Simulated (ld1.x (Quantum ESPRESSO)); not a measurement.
**Pb (Z = 82), TM: configuration errors across variants**

Pb (Z = 82), norm-conserving Troullier–Martins (Kleinman–Bylander form), made with ld1.x (Quantum ESPRESSO) 7.5 (PBE, scalar-relativistic). Core [Xe] 4f14 5d10, reference 6s2 6p2. Waves: 6s (bound): rc 1.90 bohr; 6p (bound): rc 2.85 bohr. Local part: all-electron potential smoothed inside 2.30 bohr (lloc = -1). Core correction: a·sin(br)/r model core inside 1.50 bohr.

All-electron excitation energies from the reference (eV): (1) 6s2 6p1 6.575; (2) 6s2 6p0 20.020; (3) 6s1 6p0 52.430; (4) 6s1 6p3 8.736; (5) 6s2 6p2.3 -0.799; (6) 6s0 6p4 17.835; (7) 6s1 6p2 16.103.

A true bound ghost makes a file unfit for plane-wave use even where its test errors are small: the radial tests pick states by their node count and pass the ghost by.

Errors AE − PS in meV (a dash: test not solved or not reliable):

| change | (1) | (2) | (3) | (4) | (5) | (6) | (7) | bound ghosts |
| --- | --- | --- | --- | --- | --- | --- | --- | --- |
| base | -17 | -120 | -607 | -34 | +0.1 | -130 | -77 | none |
| all radii but the core radius scaled by about 0.77 (s 1.46, p 2.20 bohr); local potential all-electron potential smoothed inside 1.78 bohr (lloc = -1) | -14 | -132 | -674 | -42 | +0.3 | -103 | -49 | s, d |
| all radii but the core radius scaled by about 0.83 (s 1.58, p 2.36 bohr); local potential all-electron potential smoothed inside 1.90 bohr (lloc = -1) | -18 | -136 | -666 | -45 | +0.1 | -147 | -85 | s, d |
| all radii but the core radius scaled by about 0.90 (s 1.72, p 2.56 bohr); local potential all-electron potential smoothed inside 2.08 bohr (lloc = -1) | -15 | -101 | -498 | -34 | +0.1 | -148 | -69 | s, d |
| all radii but the core radius scaled by about 0.95 (s 1.80, p 2.70 bohr); local potential all-electron potential smoothed inside 2.18 bohr (lloc = -1) | -16 | -112 | -566 | -35 | +0.1 | -139 | -74 | d |
| all radii but the core radius scaled by about 1.09 (s 2.06, p 3.10 bohr); local potential all-electron potential smoothed inside 2.50 bohr (lloc = -1) | -18 | -132 | -646 | -28 | +0.1 | -100 | -72 | none |
| all radii but the core radius scaled by about 1.18 (s 2.24, p 3.36 bohr); local potential all-electron potential smoothed inside 2.70 bohr (lloc = -1) | -19 | -146 | -690 | -24 | 0.0 | -83 | -68 | none |
| all radii but the core radius scaled by about 1.26 (s 2.40, p 3.60 bohr); local potential all-electron potential smoothed inside 2.90 bohr (lloc = -1) | -21 | -167 | -749 | -20 | 0.0 | -65 | -65 | none |
| all radii but the core radius scaled by about 1.33 (s 2.52, p 3.80 bohr); local potential all-electron potential smoothed inside 3.06 bohr (lloc = -1) | -23 | -183 | -799 | -20 | 0.0 | -65 | -67 | none |
| all radii but the core radius scaled by about 1.37 (s 2.60, p 3.90 bohr); local potential all-electron potential smoothed inside 3.16 bohr (lloc = -1) | -24 | -191 | -827 | -21 | 0.0 | -68 | -68 | none |

Give the same row for: all radii but the core radius scaled by about 1.04 (s 1.98, p 2.98 bohr); local potential all-electron potential smoothed inside 2.40 bohr (lloc = -1).

-17, -125, -623, -31, +0.1, -115, -74; bound ghosts: none.
